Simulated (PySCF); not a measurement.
CH₃ClF₂OSi, SMILES OC[Si](F)(F)Cl. Geometry: PBE-D3(BJ)/def2-SVP. The structure was generated by enumeration, and PubChem lists no compound with its InChIKey, so it may never have been made. Other conformers were not sampled.

Task: Give the equilibrium geometry at PBE-D3(BJ)/def2-SVP (PySCF confirms it by a frequency run) as Cartesian coordinates in Å. (The exact figures need the calculation; the answer reports its results.)

Result: Several could match; the one computed here: 
```xyz
9

O     -2.3603     0.1693     0.1607
C     -1.4618    -0.8659    -0.2035
Si     0.3201    -0.3663     0.1264
F      0.6907    -0.3265     1.7052
F      1.3885    -1.3643    -0.5823
Cl     0.5773     1.5391    -0.6328
H     -2.0890     0.9716    -0.3273
H     -1.5597    -1.1937    -1.2695
H     -1.7061    -1.7564     0.4148
```
